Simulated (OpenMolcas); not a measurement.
Os3+ among 6 point charges of -1.1 e arranged as a trigonal prism (D3h), 2.25 Å from the ion, with a polar angle of 43.2° against the regular 49.1°.

- Program: OpenMolcas
- Method: CASSCF
- Basis: ANO-RCC-VDZP [7s6p4d2f1g]
- Scalar Hamiltonian: DKH2, point nucleus
- Active space: 5 electrons in 5 orbitals (5d)
- State averaging: 2S+1 = 6 even, 1 root; 2S+1 = 4 even, 24 roots; 2S+1 = 2 even, 75 roots
- Spin-orbit coupling: state interaction with AMFI integrals over the reference wave functions

(1) What is the spin-free ground state (labels of D3, the rotations of D3h)?

(2) What are the lowest two levels with spin-orbit coupling?

(3) What is χT at 300 K?

Answers

(1) 6A1, 1-fold in its orbital part, 100 % from free-ion S terms; it has the highest spin that d5 allows.

(2) A 2-fold level E1/2 with g = 0.00, 0.00, 9.70, then a 2-fold level E3/2 338.0 cm-1 above it. Their leading multiplicities are 6 (86 %) and 6 (89 %).

(3) 3.94 cm3 K/mol.

Without dynamic correlation the repulsion within the d shell is too large (B by tens of per cent), so at a given field states of lower spin stand too high. Point charges give a weaker field than real ligands, and real ions of this kind are as a rule low spin; the high spin found here belongs to the model. This is an electrostatic model: the charges have no orbitals. No measured value stands beside these numbers.
